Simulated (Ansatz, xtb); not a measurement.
# AlClH2OSi2: where a starting geometry ends

The starting geometry of this gas-phase singlet was built from a drawn formula by distance geometry and a force field; its bonds are those of `O=[Si]=[Si]([AlH2])Cl`.

```xyz
7

Al   -1.4157    1.6260   -1.6219
Cl   -5.0228    1.1508   -0.3117
O    -2.2851   -2.8726    0.7899
Si   -2.6542   -1.4588    0.1973
Si   -3.1016    0.3942   -0.4940
H     0.0479    1.0125   -1.7534
H    -1.7530    3.0729   -2.2155
```

Question: Where would you expect an optimisation with r2SCAN-D4/def2-SVP to take it?

Answer: New bonds form, giving a structure with H6 bridging Al1 and Si4, given below by its coordinates. Distances that change by over a tenth: Al1–H6 (1.59 → 1.77 Å), Si4–Si5 (2.03 → 2.27 Å). Contacts that close: Al1–Si4 (3.79 → 2.57 Å), Si4–H6 (4.15 → 1.73 Å).

The energy falls by 1.36 eV over 32 steps:

```
step  E − E(last) (eV)
   1             1.356
   4             0.967
   8             0.597
  11             0.463
  15             0.426
  18             0.424
  22             0.423
  25             0.320
  29             0.006
  32             0.000
```

Final geometry (Å):

```xyz
7

Al   -1.8631    1.3475   -1.7170
Cl   -5.3278    1.1772    0.3257
O    -1.6297   -2.2851   -0.3305
Si   -2.1007   -0.8174   -0.3511
Si   -3.2609    1.0651    0.1541
H    -0.8980    0.4067   -0.5634
H    -1.1042    2.0309   -2.9270
```

From the same start GFN2-xTB ends elsewhere, differing in Al1–Cl2 (2.10 against 4.03 Å here), Al1–Si4 (3.12 against 2.57 Å here), Cl2–Si5 (2.91 against 2.08 Å here), Si4–H6 (3.12 against 1.73 Å here).

The end wasn't checked by frequencies. Run with Ansatz 0.2.0, 5.3 min on 1 thread of AMD EPYC (Zen 3) (shared host).
